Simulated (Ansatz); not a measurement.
A barrier at the coupled-cluster level

Start structure (Si2NH8Cl, closed shell), relaxed at PBE0-D4/def2-TZVP:

Si1  (-0.892, -0.309, -0.796)
Si2  (0.616, -1.424, 0.630)
H3  (-1.216, -1.246, -1.906)
H4  (-2.122, -0.019, -0.012)
N5  (-0.318, 1.158, -1.489)
H6  (0.573, 1.264, 1.912)
Cl7  (0.216, 2.500, 1.845)
H8  (0.996, -0.561, 1.796)
H9  (0.046, -2.675, 1.202)
H10  (1.888, -1.757, -0.070)
H11  (0.365, 1.121, -2.228)
H12  (-0.152, 1.948, -0.884)
(Å)

The step: Si₂NH₇ ([NH2][SiH2][SiH3]) + HCl → SiNH₄Cl ([NH2][SiH2][Cl]) + SiH₄; bonds formed: Si1–Cl7, Si2–H6; bonds broken: Si1–Si2, H6–Cl7. Program: Ansatz 0.2.0. Basis: def2-TZVPP and def2-QZVPP. Cores are frozen in the correlated methods. Extrapolation: Hartree–Fock as exp(−7.88 √X), correlation as X^−2.97. Energies below are by CCSD(T) at an estimated basis limit (MP2 extrapolated from triple and quadruple zeta, plus CCSD(T) − MP2 in triple zeta).

What are the electronic barrier and the energy of the step, from the start structure to the end structure? (Judge from chemistry; the value comes from the calculation.)

The calculation gives: Barrier 29.80 kcal/mol; step energy -27.78 kcal/mol (downhill); reverse barrier, their difference, 57.58 kcal/mol. Barrier and step energy count from the start structure, the reverse barrier from the end structure.

The saddle point: One imaginary mode of 754i cm⁻¹.
| pair | start (Å) | saddle (Å) | end (Å) |
| --- | --- | --- | --- |
| Si1–Cl7 | 4.01 | 2.68 | 2.07 |
| Si2–H6 | 2.98 | 1.75 | 1.48 |
| Si1–Si2 | 2.36 | 2.57 | 4.05 |
| H6–Cl7 | 1.29 | 1.73 | 3.60 |

Zero-point energy (harmonic, PBE0-D4): ZPE is 47.52 kcal/mol at the start and 47.42 kcal/mol at the saddle, so the barrier goes from 29.80 to 29.70 kcal/mol.

T1 diagnostic: at most 0.014.

Labels in which every atom is bracketed show which atoms are joined, not bond orders.

For scale, one of the runs: CCSD(T)/def2-TZVPP, 269 basis functions, launched by `ansatz run in.yaml --threads 4 --pin off --events-out ev --progress --plain --max-ram 9574MiB`. The run took 2.7 min on 4 CPU threads of an Arm Neoverse V1 (shared host), with 6.3 GiB of host memory at its peak.
